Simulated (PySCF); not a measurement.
Excitations are Tamm–Dancoff values on a coarser integration grid. The basis has no diffuse functions, so Rydberg states are missing or too high.

# CH6Si3, SMILES `[SiH2]1[SiH]=[SiH]C1` (charge 0, multiplicity 1)

Method: PBE-D3(BJ)/def2-TZVP // PBE0-D3(BJ)/def2-TZVP run with PySCF.

```yaml
HOMO: -5.03 eV
dipole_moment: 0.69 D
LUMO: -2.27 eV
HOMO–LUMO gap: 2.76 eV
S1 excitation (TDA): 4.03 eV
S1 oscillator strength: 0.161
brightest of the four lowest singlets (TDA): 4.03 eV
T1 excitation (TDA): 2.05 eV
S1–T1 gap (TDA): 1.98 eV
vertical ionisation energy (Delta-SCF): 7.61 eV
total_energy: -24753.75 eV
cost: very roughly 100 core-seconds
```

Bonded distances (Å): C1–Si2 1.881, C1–Si4 1.908, C1–H5 1.093, C1–H6 1.093, Si2–Si3 2.131, Si2–H7 1.489, Si3–Si4 2.304, Si3–H8 1.480, Si4–H9 1.490, Si4–H10 1.490. Angles (°): Si2–C1–Si4 95.8, Si2–C1–H5 113.9, Si2–C1–H6 113.9, Si4–C1–H5 111.9, Si4–C1–H6 111.9, H5–C1–H6 108.9, C1–Si2–Si3 95.9, C1–Si2–H7 123.1, Si3–Si2–H7 140.9, Si2–Si3–Si4 78.6, Si2–Si3–H8 139.1, Si4–Si3–H8 142.3, C1–Si4–Si3 89.7, C1–Si4–H9 112.2, C1–Si4–H10 112.2, Si3–Si4–H9 117.3, Si3–Si4–H10 117.2, H9–Si4–H10 107.4.
Charge 0, spin multiplicity 1.
